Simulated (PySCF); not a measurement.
Spin states and ions at one geometry of Pb(SiH3)2

PySCF 2.14.0, RKS PBE0, Pb def2-SVP with ECP60, Si def2-SVP, H def2-SVP; non-relativistic Hamiltonian with scalar-relativistic core potentials where named; density fitting; no spin-orbit coupling; singlets restricted, open shells unrestricted. The geometry is relaxed for charge 0, singlet, vacuum:

```xyz
9

Pb    0.0000    0.0000   -0.4801
Si    1.8383    0.0495    1.5459
H     1.4726   -0.8156    2.7157
H     3.2326   -0.3155    1.1309
H     1.8832    1.4685    2.0410
Si   -1.8383   -0.0495    1.5459
H    -1.4726    0.8156    2.7157
H    -3.2326    0.3155    1.1309
H    -1.8832   -1.4685    2.0410
```

Energies count from the relaxed state; an electron taken off or put on is at rest in vacuum. Charges and spins are Mulliken's.

| state | energy (eV) | spin squared | charge on Pb1 (e) | spin on Pb1 (e) | dipole about the centre of mass (D) |
| --- | --- | --- | --- | --- | --- |
| charge 0, singlet, vacuum | 0.00 | 0.00 | 0.25 | 0.00 | 2.11 |
| charge 0, triplet, vacuum | 1.45 | 2.00 | -0.01 | 1.47 | 0.76 |
| charge -1, doublet, vacuum | -1.57 | 0.75 | -0.39 | 1.03 | 3.45 |

**Question.** What does the state charge +1, doublet, vacuum give?

**Answer.** energy (eV) 8.24, spin squared 0.76, charge on Pb1 (e) 0.63, spin on Pb1 (e) 0.50, dipole about the centre of mass (D) 0.87.

With an electron taken off (doublet) the charges change, summed by element, by Pb +0.38 e, Si +0.12 e, H +0.50 e. The vertical ionisation energy is 8.24 eV, against −ε(HOMO) = 6.45 eV of the relaxed state. The level lies 1.8 eV too high, as is usual for semilocal functionals and global hybrids, which keep a self-interaction error.

With an electron put on (doublet) the charges change, summed by element, by Pb -0.64 e, Si +0.03 e, H -0.40 e. The vertical electron affinity is 1.57 eV, against −ε(LUMO) = 3.23 eV of the relaxed state. The basis has no diffuse functions, which an added electron needs. The added electron's level lies above zero.

Open shells may have lower solutions than those found.
